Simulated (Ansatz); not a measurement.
`F[SiH2][SnH]1[CH2][S]1` + H₂O → `[OH][SnH]1[CH2][S]1` + `F[SiH3]` at 400 K and 1 bar (formal hydrolysis of the Sn–Si bond).

Calculated with Ansatz (gas phase, PBE0-D4/def2-TZVP geometries, no zero-point term in ΔE). CCSD(T)/CBS adds triple-zeta CCSD(T) − MP2 to the extrapolated MP2 energy (def2 sets, frozen cores). This one scheme is used for every species. Elements past krypton have def2 core potentials. For Sn outer-core shells are correlated without core-valence functions, which leaves a few kJ/mol of doubt a bond. Each species was taken in one conformer, which may not be the lowest.

```tsv
species	CCSD(T)/CBS energy (Eh)	H − E (kJ/mol)	S (J/(mol·K))
`F[SiH2][SnH]1[CH2][S]1`	-1041.78121	180.6	432.3
H₂O	-76.37941	69.8	198.6
`[OH][SnH]1[CH2][S]1`	-727.42969	154.2	367.5
`F[SiH3]`	-390.72345	88.0	253.8
```

H − E and S are ideal-gas, rigid-rotor, harmonic terms from PBE0-D4/def2-TZVP, for one conformer and one mirror image of each species. 1 Eh = 2625.50 kJ/mol, R = 8.31446 J/(mol·K).

Problem. By hand: ΔE, ΔH, ΔS and ΔG.

Solution. ΔE = (-727.42969) + (-390.72345) − (-1041.78121) − (-76.37941) = 0.00748 Eh = 19.6 kJ/mol. Δ(H − E) = 154.2 + 88.0 − 180.6 − 69.8 = -8.2, so ΔH = 11.4 kJ/mol. ΔS = 367.5 + 253.8 − 432.3 − 198.6 = -9.6 J/(mol·K). ΔG = 11.4 − 400 × (-9.6)/1000 = 15.2 kJ/mol.

Problem. By hand: the equilibrium constant, and the temperature at which ΔG would vanish if ΔH and ΔS stayed fixed.

Solution. log₁₀ K = −ΔG/(RT ln 10) = -2.0. ΔH and −TΔS have one sign here, so there is no such temperature.

TΔS isn't small against ΔH here. A doubt of 5 kJ/mol in ΔE shifts log₁₀ K by 0.7 here. Other conformers and mirror images would add mixing entropy, several J/(mol·K) or more a flexible species. Modes under 60 cm⁻¹, often nearly free rotors, make the harmonic entropy too high. These are equilibria of isolated gas molecules and say nothing of rates. Largest T1 diagnostic: 0.014 (customary marks: 0.02 for closed shells, 0.045 for open ones).

ΔS is within the doubt of such terms, so its sign, and with it that verdict, could turn.
